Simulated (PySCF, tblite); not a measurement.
Isomers of C4H7F3S2Si, one GFN2-xTB conformer each. Single-point energies are computed at PBE0/pcSseg-1 (PySCF, gas phase, no added dispersion term), electronic only.

Task: Rank them by PBE0/pcSseg-1 energy, lowest first (kcal/mol).
A. `[CH2:1]=[CH:2][S:3][Si@@H:4]([SH:5])[CH2:6][C:7]([F:8])([F:9])[F:10]` with C1–C2–S3–Si4 161°, C2–S3–Si4–S5 43°, S3–Si4–S5–H 165°, S3–Si4–C6–C7 158°
B. `[F:1][C:2]([F:3])([F:4])[CH2:5][C@H:6]1[CH2:7][S:8][SiH2:9][S:10]1` with C2–C5–C6–C7 68°, C5–C6–C7–S8 179°, C6–C7–S8–Si9 -43°, C7–S8–Si9–S10 13°, S8–Si9–S10–C6 12°
C. `[CH3:1][SiH:2]([CH3:3])[S:4][C:5](=[S:6])[C:7]([F:8])([F:9])[F:10]` with C1–Si2–S4–C5 -71°, Si2–S4–C5–S6 1°

Result: B (0.0), A (13.4), C (23.1).

As drawn, the highest has an Si–C bond and a C=S bond, which the lowest lacks. GFN2-xTB itself gives, in the same order: 0.0, 28.8, 43.8. Both levels put the same isomer lowest; measured from each level's own lowest isomer, the values differ by up to 20.7 kcal/mol (C[SiH](C)SC(=S)C(F)(F)F: 43.8 against 23.1).

Task: Which frontier levels, dipoles and rotational constants go with these structures?

Result: 
```
                   SMILES  HOMO (eV, PBE0/pcSseg-1)  LUMO (eV)  dipole (D)       A, B, C (MHz)
FC(F)(F)C[C@H]1CS[SiH2]S1                     -7.30      -0.66        1.52  1748, 449.5, 389.6
  C=CS[Si@@H](S)CC(F)(F)F                     -6.96      -0.51        0.83  1629, 415.5, 358.9
  C[SiH](C)SC(=S)C(F)(F)F                     -7.08      -2.81        4.75  1534, 501.0, 432.3
```

Task: What happens when harmonic zero-point energies from GFN2-xTB frequencies are added?

Result: 
```csv
SMILES,ZPE (kcal/mol),electronic (kcal/mol),with ZPE (kcal/mol)
FC(F)(F)C[C@H]1CS[SiH2]S1,66.8,0.0,0.0
C=CS[Si@@H](S)CC(F)(F)F,63.9,13.4,10.5
C[SiH](C)SC(=S)C(F)(F)F,64.8,23.1,21.2
```

The zero-point energies span 2.9 kcal/mol. The order is unchanged.
